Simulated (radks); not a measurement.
Neutral silicon, configuration [Ne] 3s2 3p2 (the NIST ground configuration).

All-electron calculation, non-relativistic Kohn-Sham, TPSS, spin-polarised, spherical densities, point nucleus; open shells are filled with parallel spins first; meta-GGA in the generalised Kohn-Sham scheme. Program: a radial shooting solver on a logarithmic mesh with Libxc functionals.

Energy parts (eV):
part                      energy
total                  -7874.831
kinetic                 7863.158
electron-nucleus      -18765.632
Hartree                 3593.872
exchange-correlation    -566.228

Orbitals (lengths in bohr, moments of r in powers of bohr; <r^-3> diverges for s and p1/2; r(max) is where P^2 peaks):
orbital	occ.	eigenvalue (eV)	<r^-3>	<r^4>	<r^2>	r(max)
1s up	1	-1788.066	-	0.0007239	0.01673	0.07299
1s down	1	-1787.905	-	0.0007236	0.01673	0.07299
2s up	1	-140.1312	-	0.2757	0.3859	0.4546
2s down	1	-139.9763	-	0.2746	0.3856	0.4547
2p up	3	-95.9217	47.78	0.2983	0.3650	0.3873
2p down	3	-95.6997	47.75	0.2954	0.3642	0.3876
3s up	1	-11.6022	-	50.28	5.464	1.799
3s down	1	-9.5828	-	55.85	5.653	1.794
3p up	2	-4.6920	2.392	147.2	8.810	2.127
3p down	0	-2.9651	2.137	220.4	10.44	2.222

The highest occupied level is 3p up at -4.692 eV. For comparison, the ionisation energy in NIST's Atomic Spectra Database is 8.152 eV (measured). In exact Kohn-Sham theory the highest level is minus the ionisation energy, but local and semilocal functionals leave it too shallow, through self-interaction and a potential that decays too fast; potentials with the right tail come closer. Summed over all electrons, <r^2> = 31.73 bohr^2, which gives a Langevin (diamagnetic) susceptibility term of -25.1 x 10^-6 cm^3/mol.
